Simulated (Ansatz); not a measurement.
Consider the ligand exchange at the Si–N bond: `O[Si@H](F)N[Si@H](O)Cl` + `[SH][GeH3]` → `O[SiH](F)[S][GeH3]` + `N[SiH](O)Cl`.

Computed with Ansatz on PBE0-D4/def2-TZVP structures; ΔE is electronic, products minus reactants. CCSD(T)/CBS is the MP2 limit (def2-TZVPP, def2-QZVPP) plus CCSD(T) − MP2 in def2-TZVPP, frozen cores. Functionals use def2-TZVPP. B3LYP here is the variant with VWN-RPA as its local correlation; programs differ in this. For Ge outer-core shells are correlated without core-valence functions, which leaves a few kJ/mol of doubt a bond. Scalar relativity is left out up to krypton. Each species was taken in one conformer, which may not be the lowest.

```tsv
level	ΔE (eV)
PBE-D4	0.08
r2SCAN-D4	0.13
B3LYP-D4	0.18
ωB97M-V	0.16
B2PLYP	0.17
r2SCAN	0.13
MP2/def2-QZVPP	0.12
HF/CBS(def2)	0.25
```

(1) What does CCSD(T)/CBS give? (Estimate.)

Largest T1 diagnostic among the species: 0.012.

Answers

(1) Computed: +0.15 eV. The listed levels differ from it by -0.07, -0.02, 0.03, 0.01, 0.02, -0.02, -0.03, 0.10 eV.

In def2-TZVPP, CCSD(T) changes the Hartree–Fock value by −0.03 eV (the triples alone add −0.01 eV) and MP2 by −0.08 eV.
